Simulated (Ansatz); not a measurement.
Ge(SMe)H3 (CH6GeS) was relaxed with PBE-D4 (def2-SVP) in Ansatz in these states: charge +1 doublet, neutral singlet. The geometries follow in no particular order.

A:

```csv
atom,x (Å),y (Å),z (Å)
Ge1,-0.8283,-1.4409,0.2788
S2,0.1326,0.5138,1.1828
C3,0.7866,1.3725,-0.2501
H4,1.5535,0.7369,-0.7493
H5,1.2333,2.3248,0.0932
H6,-0.0287,1.5583,-0.9855
H7,-1.8946,-0.8465,-0.6670
H8,-1.3338,-2.1470,1.5443
H9,0.3794,-2.0719,-0.4470
```

B:

```xyz
9

Ge    0.627    1.382    0.290
S    -1.055    0.020    0.858
C    -0.684   -1.395   -0.251
H    -0.729   -1.102   -1.319
H    -1.465   -2.155   -0.059
H     0.306   -1.842   -0.029
H     1.998    0.720    0.610
H     0.433    2.667    1.130
H     0.570    1.705   -1.230
```

Task: Judge from the bond lengths which geometry belongs to which state (an estimate).

Result: A is the charge +1 doublet (Ge1–S2 2.358 Å, S2–C3 1.794 Å, Ge1–H8 1.535 Å); B is the neutral singlet (Ge1–S2 2.238 Å, S2–C3 1.836 Å, Ge1–H8 1.547 Å).
